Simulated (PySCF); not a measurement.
# Working out the ionisation energy of Co²⁺

Co²⁺ [Ar] 3d7 (4F) → Co³⁺ [Ar] 3d6 (5D). Calculation: PySCF 2.14, in cc-pVTZ-DK (7s6p4d2f1g, 68 functions); the spin-free X2C one-electron Hamiltonian (Gaussian nucleus). Frozen: [Ar]. Energies in hartree (1 hartree = 27.21139 eV):

| part | Co²⁺ (lower) | Co³⁺ (upper) |
| --- | --- | --- |
| UHF | -1391.055440 | -1389.908903 |
| MP2 opposite-spin | -0.105089 | -0.049319 |
| MP2 same-spin | -0.079208 | -0.067823 |

Problem. What does Hartree-Fock give?

Solution. (-1389.908903) − (-1391.055440) = 1.146537 hartree = 31.199 eV.

Problem. What do MP2 and SCS-MP2 (6/5 opposite-spin, 1/3 same-spin) give?

Solution. The opposite-spin parts differ by 1.518 eV and the same-spin parts by 0.310 eV. MP2: 31.199 + (1.518) + (0.310) = 33.027 eV. SCS-MP2: 31.199 + 1.2 × (1.518) + (0.310)/3 = 33.124 eV.

Reference: 33.5 ± 0.06 eV (semi-empirical (NIST evaluation); NIST Atomic Spectra Database, ionization energies), between the lowest levels; spin-orbit coupling is absent from the calculation.

What remains against the reference includes basis incompleteness, the frozen core and correlation beyond second order.
